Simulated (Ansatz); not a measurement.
`FCSC[SiH3]`, charge 0, multiplicity 1.

(1) Give a relaxed structure at PBE0-D4/def2-TZVP (the Gaussian-basis code of Ansatz). (An estimate is asked.)

Results:

(1) Ansatz gave: 
```xyz
12

F    -0.893   -2.390   -0.884
C    -1.117   -1.578    0.211
S     0.383   -1.141    1.059
C     1.107    0.012   -0.139
Si    0.328    1.720   -0.029
H    -1.642   -0.688   -0.142
H    -1.734   -2.122    0.929
H     2.168    0.078    0.117
H     1.054   -0.429   -1.137
H    -1.145    1.625   -0.208
H     0.617    2.298    1.307
H     0.874    2.616   -1.085
```
This is one stationary point; other conformers may exist.
